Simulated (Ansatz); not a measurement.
Input for Ansatz (development build ahead of 0.2.0):

```yaml
crystal:
  periodic: [false, false, false]
  atoms:
    - { symbol: B, position_ang: [0.0, 0.0, 0.0] }
    - { symbol: F, position_ang: [0.87509, 0.87509, 0.87509] }
    - { symbol: F, position_ang: [0.87509, -0.87509, -0.87509] }
    - { symbol: F, position_ang: [-0.87509, 0.87509, -0.87509] }
    - { symbol: F, position_ang: [-0.87509, -0.87509, 0.87509] }
basis:
  gaussian: { orbitals: def2-TZVP }
total_charge: -1
hamiltonian:
  xc: hf
```

The input is written out in the form of the current development build from the run's settings.

Output:

| Property | Result |
| --- | --- |
| Converged | yes |
| Total energy | -422.88667 hartree |
| Spin squared of the determinant | 0.000 |

Caution: no unrestricted run beside it, a lower state can exist; no diffuse functions for an anion.
